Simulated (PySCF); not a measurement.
Isomers of C5H4F4O2. Method used: PySCF, TDDFT wB97X-D/def2-SVPD, vertical, gas phase, core orbitals frozen in the response. Geometries: PBE0-D3(BJ)/def2-SVP; one conformer of each isolated species. Triplets are in the Tamm–Dancoff approximation.

A. `O=C1[C@@H](CF)O[C@@H]1C(F)(F)F`
B. `O=C([C@@H]1OC[C@H]1F)C(F)(F)F`
C. `F[C@@H]1C=CO[C@H]1OC(F)(F)F`
D. `C=C(OC(F)F)C(=O)C(F)F`

Lowest singlet levels (six at most, fewer where fewer were computed) with oscillator strengths:

1. 6.45 eV (f 0.172); 7.41 eV (f 0.029); 8.15 eV (f 0.000); 8.34 eV (f 0.010); 8.45 eV (f 0.011); 8.60 eV (f 0.002); T1 4.20 eV
2. 4.38 eV (f 0.000); 6.10 eV (f 0.004); 7.71 eV (f 0.000); 8.04 eV (f 0.017); 8.07 eV (f 0.001); 8.37 eV (f 0.020); T1 3.85 eV
3. 4.06 eV (f 0.000); 5.76 eV (f 0.014); 6.98 eV (f 0.018); 7.38 eV (f 0.079); 7.75 eV (f 0.003); 8.44 eV (f 0.010); T1 3.50 eV
4. 3.82 eV (f 0.000); 5.27 eV (f 0.147); 7.19 eV (f 0.002); 7.63 eV (f 0.017); 7.97 eV (f 0.001); 8.04 eV (f 0.017); T1 3.31 eV

**Question.** Match each spectrum to its molecule.

**Answer.** 1 = C, 2 = A, 3 = B, 4 = D.
- A: S1 at 4.38 eV, HOMO→LUMO (97%); Löwdin shares by element: HOMO oxygen 48% or more, carbon 40% or more; LUMO carbon 51% or more, oxygen 32% or more (atoms not listed hold the other 17%); HOMO -10.35 and LUMO 0.04 eV.
- B: S1 at 4.06 eV, HOMO→LUMO (70%), HOMO-1→LUMO (25%); Löwdin shares by element: HOMO oxygen 58%, carbon 17% or more (atoms not listed hold the other 25%); LUMO carbon 48% or more, oxygen 34% or more (atoms not listed hold the other 17%); HOMO -10.20 and LUMO -0.41 eV.
- C: S1 at 6.45 eV, HOMO→LUMO (96%); Löwdin shares by element: HOMO carbon 63% or more, oxygen 25% or more; LUMO carbon 66% or more, oxygen 8% or more (atoms not listed hold the other 25%); HOMO -9.44 and LUMO 1.32 eV.
- D: S1 at 3.82 eV, HOMO-1→LUMO (87%); Löwdin shares by element: HOMO carbon 56% or more, oxygen 29%; LUMO carbon 59% or more, oxygen 24% or more (atoms not listed hold the other 17%); HOMO -10.26 and LUMO -0.89 eV.
